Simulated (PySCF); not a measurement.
# Magnetic susceptibility: [closo-B5(OH)5]2-, charge -2

Geometry (Å), atoms numbered from 1 in this order:
```xyz
15

B     0.0429    0.7908    0.7193
B     0.5867   -0.9405    0.0155
B     0.6996    0.5516   -0.6848
B    -0.8863   -0.6883    0.6406
B    -0.9279    0.0130   -0.7785
O     0.0028    1.7650    1.8867
H    -0.6332    1.3938    2.4965
O     1.5902   -2.0946    0.0307
H     2.3226   -1.8011   -0.5103
O     1.6811    1.2813   -1.7343
H     1.7450    2.1626   -1.3716
O    -1.8217   -1.3933    1.7289
H    -1.2264   -2.0336    2.1150
O    -1.8505    0.2574   -1.9567
H    -1.3249    0.7357   -2.5971
```

Total charge -2.

Computed with GIAO OLYP/def2-SVP magnetisability, rotational g tensor and spin-rotation constants, non-relativistic, gas phase in PySCF 2.14.0. Geometry: GFN2-xTB.

For an ion the centre-of-mass motion in the field is neglected. The highest occupied orbital is unbound at this level, so the values depend on the basis.

Problem. What are the magnetisability and the molar susceptibility?

Solution. Isotropic -1309 × 10⁻³⁰ J/T², or -78.8 × 10⁻⁶ cm³/mol; principal values -1468, -1264, -1194 × 10⁻³⁰ J/T², anisotropy 247 × 10⁻³⁰ J/T² (root of half the summed squared differences of the principal values). The susceptibility is in cgs units.

Problem. Split it along the inertial axes a, b, c into diamagnetic and paramagnetic parts about the centre of mass, with the quadrupole moment.

Solution. 
| axis | χ (10⁻⁶ cm³/mol) | diamagnetic (10⁻⁶ cm³/mol) | paramagnetic (10⁻⁶ cm³/mol) | summed x² of all electrons (Å²) | quadrupole Θ (D Å) |
| --- | --- | --- | --- | --- | --- |
| a | -88.2 | -1019.7 | 931.5 | 182.9 | -6.02 |
| b | -75.9 | -1268.1 | 1192.3 | 124.3 | +5.56 |
| c | -72.4 | -1303.3 | 1230.9 | 116.0 | +0.47 |

Anisotropies 2χaa − χbb − χcc = -28.2 and 2χbb − χaa − χcc = +8.8 × 10⁻⁶ cm³/mol. Θ is traceless in Buckingham's convention.

Problem. And the rotational g tensor?

Solution. 
| axis | rotational constant (GHz) | g | nuclear part | electronic part |
| --- | --- | --- | --- | --- |
| a | 1.2768 | -0.0306 | 0.5282 | -0.5588 |
| b | 1.0092 | -0.0332 | 0.5320 | -0.5653 |
| c | 0.9803 | -0.0325 | 0.5343 | -0.5669 |

Asymmetric top; isotopes 11B, 1H, 16O; no vibrational averaging.
